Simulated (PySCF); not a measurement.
**Germanium: a sound run and one with changed settings**

Sound run: Ge [Ar] 3d10 4s2 4p2, Ge⁺ [Ar] 3d10 4s2 4p1. Calculation: PySCF 2.14, in x2c-SVPall; the spin-free X2C one-electron Hamiltonian (Gaussian nucleus). The sound run starts from symmetry-adapted Hartree-Fock orbitals and uses a fine grid where one is needed.

Changed run: 26 angular points. This setting is unsound on purpose.

```tsv
species	method	sound run (hartree)	changed run (hartree)	converged
Ge	UHF	-2096.68569	-2096.68569	yes
Ge	r2SCAN	-2098.33993	-2098.34040	yes
Ge	BP86	-2098.65856	-2098.65858	yes
Ge⁺	UHF	-2096.41326	-2096.41326	yes
Ge⁺	r2SCAN	-2098.04375	-2098.04480	yes
Ge⁺	BP86	-2098.36516	-2098.36515	yes
```

Ionisation energy of Ge:

| method | sound run (eV) | changed run (eV) |
| --- | --- | --- |
| UHF | 7.413 | 7.413 |
| r2SCAN | 8.059 | 8.044 |
| BP86 | 7.984 | 7.985 |

A coarse angular grid integrates products of high-l functions wrongly, so density functionals can shift, and the SCF can exploit the error; Hartree-Fock and MP2 need no grid.

For comparison, NIST gives 7.899 eV between the lowest levels.
